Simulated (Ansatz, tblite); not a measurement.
Cost and result up the ladder for the cluster Si2W2 (4 atoms). Charge 0, multiplicity 1. Geometry: PBE0-D4/def2-SVP.

Cartesian coordinates in Å:
```
W -0.886 0.877 0.257
W 0.614 -0.561 0.963
Si -1.056 -1.376 -0.559
Si 1.328 1.060 -0.661
```

Ansatz on 4 threads of Arm Neoverse V1 on a shared host; xTB runs through tblite on one thread. Times are rough, summed over both states, and most runs start from the orbitals of an earlier one. RPA@PBE/def2-TZVP serves as the yardstick here, not as an exact answer. The other state is a quintet at its own geometry, which has other bonds, so the gap mixes isomer and spin.

In the def2 sets W takes a core potential; there is no spin–orbit coupling. The xTB rows come from tblite. HSE06 is defined as in plane-wave codes, on full-range PBE exchange. Correlated methods freeze 10 core orbitals; core or outer-core shells of W are correlated, in sets that lack core-valence functions. The structure comes from a short search, and lower isomers may exist.

Run but left out: HF/def2-TZVP, PBE-QIDH/def2-TZVP, MP2/def2-TZVP (singlet: restricted singlet, unstable towards broken spin symmetry); r2SCAN0-D4/def2-TZVP, ωB97M-V/def2-TZVP (quintet: ⟨S²⟩ 6.30 to 6.41, where a pure state has 6.00).

Correlated methods converge slowly with the basis.

xTB has no spin-polarisation term.

```
                          level  functions  wall time  quintet − singlet (eV)  difference from RPA@PBE/def2-TZVP (eV)                                  remarks
                       GFN1-xTB         36    0.008 s                   -2.87                                   -4.87                                        –
                       GFN2-xTB         36    0.021 s                   -0.72                                   -2.73                                        –
               PBE-D4/def2-TZVP        154      6.9 s                    1.97                                   -0.03                                        –
              RPA@PBE/def2-TZVP        154       12 s                    2.00                                    0.00                                        –
             HSE06-D4/def2-TZVP        154       18 s                    1.79                                   -0.22  spin-contaminated (⟨S²⟩ 6.25) (quintet)
PBE0-D4/def2-TZVP (with forces)        154       19 s                    1.78                                   -0.23  spin-contaminated (⟨S²⟩ 6.25) (quintet)
```
